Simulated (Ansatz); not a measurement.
Consider the ligand exchange at a Ge–C bond: `[CH3][GeH2][CH]=N` + H₂S → `N=[CH][GeH2][SH]` + CH₄.

Computed with Ansatz on PBE0-D4/def2-TZVP structures; ΔE is electronic, products minus reactants. CCSD(T)/CBS adds triple-zeta CCSD(T) − MP2 to the extrapolated MP2 energy (def2 sets, frozen cores). This one scheme is used for every species. Functionals use def2-TZVPP. For Ge outer-core shells are correlated without core-valence functions, which leaves a few kJ/mol of doubt a bond. Scalar relativity is left out up to krypton. Each species was taken in one conformer, which may not be the lowest.

**Question.** Is it downhill or uphill in electronic energy at CCSD(T)/CBS, and by how much? (An estimate is asked.)

**Answer.** Ansatz gave: Downhill: ΔE = -0.64 eV.

**Question.** What do these levels give: PBE0-D4, B2PLYP, PBE, r2SCAN, PBE0, HF/def2-TZVPP, MP2/def2-TZVPP, SCS-MP2/def2-TZVPP, CCSD/def2-TZVPP, SCS-MP2/def2-QZVPP, MP2/CBS(def2), CCSD/CBS(def2)? (Best estimate.)

**Answer.** The calculation gave: PBE0-D4 -0.70, B2PLYP -0.69, PBE -0.69, r2SCAN -0.70, PBE0 -0.70, HF/def2-TZVPP -0.75, MP2/def2-TZVPP -0.66, SCS-MP2/def2-TZVPP -0.66, CCSD/def2-TZVPP -0.62, SCS-MP2/def2-QZVPP -0.67, MP2/CBS(def2) -0.68, CCSD/CBS(def2) -0.64 eV.

Largest T1 diagnostic among the species: 0.012.

In def2-TZVPP, CCSD(T) changes the Hartree–Fock value by +0.12 eV (the triples alone add −0.00 eV) and MP2 by +0.08 eV.
